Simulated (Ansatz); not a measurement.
`OCCN[SiH3]` + H₂ → `CN[SiH3]` + CH₃OH at 500 K and 1 bar (hydrogenolysis of a C–C bond).

Program: Ansatz. Geometries: PBE0-D4/def2-TZVP. ΔE: electronic, gas phase. CCSD(T)/CBS adds triple-zeta CCSD(T) − MP2 to the extrapolated MP2 energy (def2 sets, frozen cores). This one scheme is used for every species. One conformer a species, not always the lowest.

```
     species  CCSD(T)/CBS energy (Eh)  H − E (kJ/mol)  S (J/(mol·K))
`OCCN[SiH3]`               -500.47783           348.3          427.7
          H₂                 -1.17544            41.0          145.5
  `CN[SiH3]`               -386.04948           244.7          351.8
       CH₃OH               -115.61712           157.0          265.4
```

H − E and S are ideal-gas, rigid-rotor, harmonic terms from PBE0-D4/def2-TZVP, for one conformer and one mirror image of each species. The MP2-based limit puts H₂ 0.8 mEh under its directly extrapolated value; such offsets cancel only in part. 1 Eh = 2625.50 kJ/mol, R = 8.31446 J/(mol·K).

Problem. By hand: ΔE, ΔH, ΔS and ΔG.

Solution. ΔE = (-386.04948) + (-115.61712) − (-500.47783) − (-1.17544) = -0.01333 Eh = -35.0 kJ/mol. Δ(H − E) = 244.7 + 157.0 − 348.3 − 41.0 = 12.4, so ΔH = -22.6 kJ/mol. ΔS = 351.8 + 265.4 − 427.7 − 145.5 = 44.0 J/(mol·K). ΔG = -22.6 − 500 × (44.0)/1000 = -44.6 kJ/mol.

Problem. By hand: the equilibrium constant, and the temperature at which ΔG would vanish if ΔH and ΔS stayed fixed.

Solution. log₁₀ K = −ΔG/(RT ln 10) = 4.7. ΔH and −TΔS have one sign here, so there is no such temperature.

TΔS isn't small against ΔH here. A doubt of 5 kJ/mol in ΔE shifts log₁₀ K by 0.5 here. Other conformers and mirror images would add mixing entropy, several J/(mol·K) or more a flexible species. Modes under 60 cm⁻¹, often nearly free rotors, make the harmonic entropy too high. These are equilibria of isolated gas molecules and say nothing of rates. Largest T1 diagnostic: 0.010 (customary marks: 0.02 for closed shells, 0.045 for open ones).
